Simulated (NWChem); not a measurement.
System: BiCl2, doublet; SMILES [Cl][Bi][Cl]

All runs: NWChem. Spin-unrestricted. In the optimisation the excess spin sits in b2 (C2v, its own frame). All runs use the structure optimised with PBE0/def2-SVP, spin-unrestricted. This spin state was assumed; another may lie lower. No stability test was run on the SCF state. def2 effective core potentials on Bi; no spin-orbit coupling. Level M06-L/def2-SVP: energy and gradient on several grids; changes count from the extra-fine grid, which is no exact limit either.

Which is the coarsest grid (fine; xfine; coarse; medium; xcoarse) from which on the energy stays within 50 μHa and each gradient component within 100 μHa/bohr of xfine?

medium.
```csv
grid,size of the energy change (μHa),largest change of a gradient component (μHa/bohr)
xcoarse,100,600
coarse,50,200
medium,< 10,< 30
fine,< 10,< 30
xfine,< 10,< 30
```
